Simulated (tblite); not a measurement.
Run record: tight-binding relaxation, `C[C@H]([GeH3])BC1CC1`.

Computed with GFN2-xTB geometry optimisation, gas phase (tblite 0.8.0). Start geometry: from a force field or distance geometry. The command runs a driver script over a list of jobs; the input below is this job's line of settings and its coordinates in Å.

Command:
```bash
OMP_NUM_THREADS=1 python probes_run.py task.json out
```

Input:
```
{"job": {"kind": "relax", "xc": "GFN2-xTB", "basis": "xTB"}, "charge": 0, "multiplicity": 1}
C     -1.386900    -0.907500     1.013600
C     -1.012300     0.213400     0.071000
Ge    -2.560100     0.744700    -0.937900
B      0.209000    -0.189000    -0.879400
C      1.577400     0.535300    -0.493300
C      2.047100     0.057900     0.867000
C      2.844900    -0.233000    -0.370500
H     -0.997300    -0.656700     2.037400
H     -0.934500    -1.878500     0.697000
H     -2.497600    -0.979600     1.046600
H     -0.734400     1.080800     0.723500
H     -3.373100    -0.517400    -1.354000
H     -2.126800     1.596900    -2.140100
H     -3.400400     1.670300    -0.022400
H      0.210600    -1.311800    -1.261400
H      1.563400     1.625000    -0.650300
H      2.299600     0.898400     1.539400
H      1.553200    -0.836000     1.316500
H      3.796400     0.349500    -0.434800
H      2.916600    -1.252200    -0.770800
```

Estimate the output.

```
step      E/eV     max force
  0    -555.28301    1.837
  1    -555.52222    1.350
  2    -555.65479    0.815
  3    -555.72118    0.584
  4    -555.75573    0.368
  5    -555.77654    0.377
  6    -555.79547    0.404
  7    -555.81123    0.382
  8    -555.82515    0.248
  9    -555.83503    0.213
... (132 lines left out)
142    -556.29033    0.023
143    -556.29047    0.025
144    -556.29061    0.022
145    -556.29074    0.021
146    -556.29085    0.021
147    -556.29096    0.023
148    -556.29106    0.020
149    -556.29114    0.018
150    -556.29119    0.014
151    -556.29121    0.010
```

«max force» is the largest atomic force in eV/Å.

From which step on does the largest force stay under 0.1 eV/Å, and how much energy is left to gain from there?

From step 106 (0.074 eV/Å), 13.1 meV above the end.

Main results: energy lowered by 23.2 kcal/mol over 151 steps; largest atomic force 0.010 eV/Å at the end.

Estimate the wall time. Hardware: one thread of an Intel Xeon at 2.50 GHz, no GPU, shared host with 64 logical CPUs at a one-minute load of 59.

About 3.5 s.
Labels such as C1 count atoms from 1, the log's own numbers from 0.
